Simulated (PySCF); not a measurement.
**Computed NMR parameters against published values**

Numbering as in the mapped SMILES `[SiH3:1][SiH:2]([SiH3:3])[SiH3:4]` (H(Xn): hydrogen on atom n).

Measured values that the calculation should reproduce: δ $^{29}$Si Si1/Si3/Si4 -93.6; Si2 -136.3 ppm (measured; C. Corminboeuf, T. Heine, J. Weber, Chem. Phys. Lett. 357 (2002) 1).

Computational details: GIAO PBE0/pcSseg-1 shieldings, PBE0-D3(BJ)/def2-SVP structure, in PySCF 2.14 (one averaged value for each set of equivalent atoms, a single conformation, non-relativistic, gas phase).

**Question.** What does the calculation give, and how does it compare?

**Answer.** 
Reference values: measured (C. Corminboeuf, T. Heine, J. Weber, Chem. Phys. Lett. 357 (2002) 1).
| atoms | quantity | reference | computed | computed, scaled |
| --- | --- | --- | --- | --- |
| Si1/Si3/Si4 | δ $^{29}$Si vs TMS | -93.6 | -101.7 | -98.4 |
| Si2 | δ $^{29}$Si vs TMS | -136.3 | -134.6 | -125.8 |

Computed shifts are σ(ref) − σ with the named reference compound (TMS for H and C) calculated as an isolated molecule at the same level. The measured values may be among those fitted. Shieldings were converted by a linear fit to measured shifts: $^{29}$Si: δ = 280.74 − 0.836σ (rms 8.9 ppm, 83 shifts, 23.9 ppm with the 6 outliers that the fit left out vs TMS, solution or neat liquid). Occasional misses reach two or three times the rms, and more in compound classes unlike the fitted ones.

**Question.** How far are the unscaled $^{29}$Si shifts from the references?

**Answer.** Mean signed difference -3.20 ppm, mean absolute 4.90 ppm over 2 comparisons; the largest is -8.1 ppm at Si1/Si3/Si4 (silicon bonded to Si, 3 H).
